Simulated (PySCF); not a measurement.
Computed shifts of a molecule C3H8O2Si, PySCF with PBE0/pcSseg-1, GIAO, gas phase, equivalent atoms averaged, in ppm (number of nuclei): ¹³C: 220.7 (1), 37.0 (1), 36.2 (1). ²⁹Si: -20.2 (1). ¹H: 5.20 (2), 3.99 (1), 2.61 (3), 2.46 (1), 2.36 (1). References: ¹³C against TMS (σ = 186.3 ppm); ¹⁷O against H2O (σ = 334.2 ppm); ²⁹Si against TMS (σ = 352.7 ppm); ¹H against TMS (σ = 31.56 ppm), references at their B3LYP-D3(BJ)/def2-TZVP geometries, non-relativistic. The structure is a stationary point at r2SCAN-D4/def2-SVP. The values are those of a single conformer.

**Question.** Identify the compound among the candidates.
A. CC(=O)C[SiH2]O
B. C[C@H]1OC[Si@@H]1O
C. CCC1O[SiH2]O1
D. COC(=O)C[SiH3]

**Answer.** A, CC(=O)C[SiH2]O
